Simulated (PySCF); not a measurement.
## Does the structure fit the spectrum?

A compound C₇H₁₃ClOSi gives the data below (simulated from a calculation) and was assigned the structure `C[SiH2]/C=C(/Cl)C(=O)C(C)C`.

13C{1H} NMR (computed): δ 182.1 (C), 169.4 (C), 130.7 (C), 41.5 (CH), 22.0 (CH3, 2C), 18.1 (CH3).

1H NMR (500 MHz, computed): δ 4.33 (s, 3H), 2.91 (sept, 1H), 1.83 (s, 3H), 1.18 (d, 6H).

[PySCF: coordinates at the GFN2-xTB level; shieldings: GIAO PBE0/pcSseg-1; one averaged value for each set of equivalent atoms; non-relativistic; one computed conformer; isolated molecule]

Scale: TMS for 1H (σref 31.72), 13C (σref 186.93) (reference shieldings calculated alike).

Problem. Compare with the shifts computed for the proposed structure, pairing carbons in order of shift.

Solution. Atom-mapped SMILES (the numbers label the heavy atoms): `[CH3:1][SiH2:2]/[CH:3]=[C:4](/[Cl:5])[C:6](=[O:7])[CH:8]([CH3:9])[CH3:10]`. Hydrogens are named by the atom that carries them.

```json
{"atom": "C6", "computed for proposal": "209.3", "given list": "182.1", "difference": "+27.2"}
{"atom": "C3", "computed for proposal": "162.9", "given list": "169.4", "difference": "-6.5"}
{"atom": "C4", "computed for proposal": "148.3", "given list": "130.7", "difference": "+17.6"}
{"atom": "C8", "computed for proposal": "39.6", "given list": "41.5", "difference": "-1.9"}
{"atom": "C9", "computed for proposal": "20.6", "given list": "22.0", "difference": "-1.4"}
{"atom": "C10", "computed for proposal": "20.6", "given list": "22.0", "difference": "-1.4"}
{"atom": "C1", "computed for proposal": "-7.2", "given list": "18.1", "difference": "-25.3"}
```

The rms difference is 15.8 ppm and the largest +27.2 ppm at C6 (ketone carbonyl carbon). The carbon types in order of shift don't match either: C, CH, C, CH, CH3, CH3, CH3 for the proposal against C, C, C, CH, CH3, CH3, CH3 in the data. The proposal doesn't fit.

Problem. Which isomer fits?

Solution. `C/C(=C(\[SiH3])C(=O)Cl)C(C)C`.

- Carbon types of the structure: 3 × C, 1 × CH, 3 × CH3, leaving 3 H on heteroatoms.
- δC 182.1: carbonyl carbon.
- δC 169.4: β carbon of a C=C–C=O unit; conjugation with the carbonyl draws π density from the β position.
- δC 130.7: α carbon of a C=C–C=O unit; as expected for a trigonal carbon in a double bond.
- δC 18.1: allylic methyl carbon; saturated and bonded to C and H only.

Other isomers checked: CC(C)COC1=C([SiH2]Cl)C1 (rms 40.3 ppm).

The shifts were computed for this structure.

Carbons that carry Cl, above all several Cl atoms, come out too deshielded, partly because spin–orbit coupling is missing. Shifts are as computed. Against solution values, carbons near 30 ppm lie about +3 ppm off and those near 130 ppm about +5 ppm; carbons on Cl a further +6 ppm. Of 1211 compounds with measured shifts, 218 miss one by over three times the rms of a fit or turn the order of signals round; such compounds aren't used in these exercises. No couplings were computed; multiplicities are counted from neighbouring protons, with m where these are inequivalent, close in shift, in a saturated or five-membered ring or joined by F or P, and br s for small geminal =CH2 splittings.
